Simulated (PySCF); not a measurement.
Property card for `N#CC1=CCNC1`

Compound: C5H6N2.
Structure used (GFN2-xTB), in Å, numbered top down from 1:
```xyz
13
C5H6N2 angstrom
N      3.1035    0.0395    1.5276
C      2.0606    0.0711    1.0492
C      0.7929    0.0840    0.4538
C     -0.0427    1.1153    0.3213
C     -1.3033    0.6555   -0.3547
N     -0.9955   -0.6731   -0.8864
C      0.1499   -1.1646   -0.1270
H      0.1114    2.1255    0.6531
H     -1.6507    1.3371   -1.1329
H     -2.1035    0.5639    0.3939
H     -0.7507   -0.5999   -1.8683
H      0.8310   -1.7546   -0.7420
H     -0.2074   -1.7994    0.6946
```

Structural features include: nitrile, C=C double bond and amine.

GFN2-xTB geometry:

| Item | Value |
| --- | --- |
| Point group of the GFN2-xTB geometry | C1 |
| Rotational constants A, B, C of the GFN2-xTB geometry | 7.691, 1.850, 1.538 GHz |

**PBE0/def2-SVPD ground state and vertical TDDFT (core frozen in the response) (PySCF)**

| Item | Value |
| --- | --- |
| Dipole moment | 3.98 D |
| HOMO energy | -7.24 eV |
| LUMO energy | -1.43 eV |
| HOMO–LUMO gap | 5.81 eV |
| Lowest singlet excitation | 4.56 eV (272 nm, f = 0.006) |
| Strongest line among the 8 lowest singlet transitions | S2 at 5.92 eV (209 nm, f = 0.252) |
| Lowest triplet excitation (Tamm–Dancoff) | 3.53 eV |
| Static isotropic polarisability | 69.3 au |
| Electronic spatial extent ⟨r²⟩ about the centre of nuclear charge | 756 bohr² |

Monoisotopic mass from the formula: 94.0531 u.

The principal polarisabilities are 49.1, 63.4 and 95.6 au; their mean is the isotropic value. In wavenumbers S1 is 36800 cm⁻¹ (1 eV = 8065.54 cm⁻¹). No computed singlet falls in the visible range (750 to 380 nm, 1.65 to 3.26 eV); S1 lies 1.30 eV above its blue end. The largest Löwdin shares of the HOMO are 0.55 on N6, 0.09 on C7, 0.09 on C5 and 0.05 on H11. The polarisability is 10.28 Å³ as a volume (1 au = 0.148185 Å³), or 1.39 au for each of the 50 electrons. S1 lies 1.25 eV below the HOMO–LUMO gap; its leading configuration is HOMO→LUMO, weight 0.97.

Geometry: GFN2-xTB, one conformer, isolated molecule.
